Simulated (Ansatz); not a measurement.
C$_{6}$H$_{18}$BN$_{3}$ (`CN(C)B(N(C)C)N(C)C`), relaxed with RKS PBE-D4/def2-SVP in the Gaussian-basis code of Ansatz from a rough embedded geometry. The force threshold is 0.03 eV/Å; the program also tests the step.

The species carries charge 0 and has multiplicity 1.

Start:

```xyz
28

C    -1.889   -1.552    0.533
N    -0.522   -1.444   -0.139
C    -0.555   -1.829   -1.571
B    -0.040    0.050    0.028
N    -0.751    1.180   -0.618
C    -1.191    2.125    0.398
C     0.057    1.866   -1.615
N     1.288    0.298    0.785
C     2.396   -0.455    0.119
C     1.145   -0.186    2.171
H    -2.219   -2.623    0.411
H    -1.831   -1.277    1.551
H    -2.559   -0.905   -0.072
H    -0.914   -2.896   -1.681
H     0.422   -1.759   -2.010
H    -1.316   -1.161   -2.157
H    -1.805    2.952   -0.062
H    -1.846    1.598    1.132
H    -0.326    2.562    0.945
H     0.403    1.115   -2.459
H    -0.474    2.658   -2.133
H     0.987    2.303   -1.114
H     3.391   -0.147    0.666
H     2.293   -1.533    0.144
H     2.521   -0.089   -0.880
H     0.327    0.375    2.629
H     0.958   -1.307    2.264
H     2.049    0.079    2.733
```

By how much does the energy fall, and how many steps does the optimiser take? (Estimate.)

The calculation gave: 67.20 kcal/mol, in 38 steps, 1 of them rejected.

Which bonds change most? (An estimate is asked.)

The calculation gave: N2–B4 from 1.579 to 1.450 Å; B4–N8 from 1.549 to 1.450 Å; C1–N2 from 1.528 to 1.447 Å; C7–H20 from 1.182 to 1.106 Å.

Give the relaxed structure. (Best estimate.)

Ansatz gave: 
```xyz
28

C    -0.667   -2.454   -0.144
N    -0.338   -1.188   -0.762
C    -0.373   -1.217   -2.208
B     0.000    0.000   -0.001
N    -0.374    1.310   -0.497
C     0.428    2.494   -0.279
C    -1.583    1.555   -1.253
N     0.709   -0.124    1.258
C     1.698   -1.149    1.509
C     0.497    0.770    2.375
H     0.067   -3.261   -0.387
H    -0.706   -2.345    0.956
H    -1.667   -2.820   -0.483
H     0.296   -2.015   -2.613
H    -0.028   -0.250   -2.620
H    -1.395   -1.423   -2.615
H    -0.091    3.263    0.344
H     1.376    2.227    0.224
H     0.687    2.990   -1.246
H    -2.192    0.634   -1.311
H    -2.208    2.344   -0.770
H    -1.381    1.904   -2.296
H     2.675   -0.701    1.815
H     1.400   -1.851    2.327
H     1.875   -1.744    0.594
H    -0.330    1.471    2.154
H     0.222    0.205    3.299
H     1.403    1.374    2.630
```
